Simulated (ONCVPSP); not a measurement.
**Reading a pseudo-wave (chlorine)**

Columns: radius, all-electron u(r) and pseudo u(r) of the 3p shell (level -8.46 eV) of chlorine in the configuration [Ne] 3s2 3p5; BLYP, scalar-relativistic, ONCV scheme, ONCVPSP 4.0.1.

```tsv
r (bohr)	all-electron	pseudo
0.078	-0.1418	0.0063
0.155	-0.3009	0.0247
0.232	-0.3615	0.0547
0.310	-0.3303	0.0961
0.388	-0.2372	0.1468
0.465	-0.1129	0.2041
0.542	0.0232	0.2668
0.620	0.1596	0.3339
0.698	0.2864	0.4025
0.775	0.3977	0.4691
0.852	0.4933	0.5325
0.930	0.5742	0.5912
1.008	0.6394	0.6430
1.085	0.6895	0.6865
1.162	0.7264	0.7219
1.240	0.7520	0.7486
1.318	0.7672	0.7656
1.395	0.7736	0.7731
1.472	0.7727	0.7726
1.550	0.7658	0.7658
1.628	0.7540	0.7540
1.705	0.7386	0.7386
1.782	0.7202	0.7202
1.860	0.6993	0.6993
1.938	0.6768	0.6768
2.015	0.6534	0.6534
```

Q: How many radial nodes do the two functions have?

A: The all-electron 3p function has n − l − 1 = 1; the pseudo-wave has 0, since the states of the same l below it are removed with the core.

Q: At about which radius was the pseudo-wave matched?

A: 1.55 bohr. The columns agree to 0.0005 from 1.40 bohr on; several derivatives are matched, so the curves merge somewhat inside the radius.

Q: Where does each function peak?

A: Outermost all-electron maximum near 1.40 bohr, pseudo maximum near 1.40 bohr (to the table’s step).

Q: Is the pseudo-wave norm-conserving?

A: Yes: the ONCV scheme keeps the norm inside the radius equal to the all-electron one, which fixes the energy derivative of the logarithmic derivative at the level.
